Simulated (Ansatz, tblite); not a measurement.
Forces on the cluster Pt₃⁻ at its PBE-D4/def2-TZVPD geometry. The state is a doublet with charge -1.

In the def2 sets Pt takes a core potential; there is no spin–orbit coupling. The xTB rows come from tblite. At PBE0-D4/def2-TZVPD the charge -1 doublet is spin-contaminated (final ⟨S²⟩ up to 0.94, 0.75 for a pure state). The geometry of the doublet was relaxed on an unsound state (⟨S²⟩ 1.15, where a pure state has 0.75). The structure comes from a short search, and lower isomers may exist.

GFN1-xTB (tblite), largest force 3.48 eV/Å:

```xyz
3
positions Å, forces eV/Å
Pt    0.593    0.306   -1.307   -1.408   -0.728    3.098
Pt    0.641    0.480    1.226   -1.505   -1.127   -2.895
Pt   -1.234   -0.786    0.081    2.912    1.854   -0.203
```

GFN2-xTB (tblite), largest force 0.50 eV/Å:

```
Pt 0.179 0.092 -0.407
Pt 0.231 0.171 0.405
Pt -0.410 -0.262 0.002
```

PBE0-D4/def2-TZVPD (Ansatz), largest force 0.15 eV/Å:

```
Pt -0.066 -0.035 0.134
Pt -0.039 -0.031 -0.105
Pt 0.104 0.065 -0.028
```
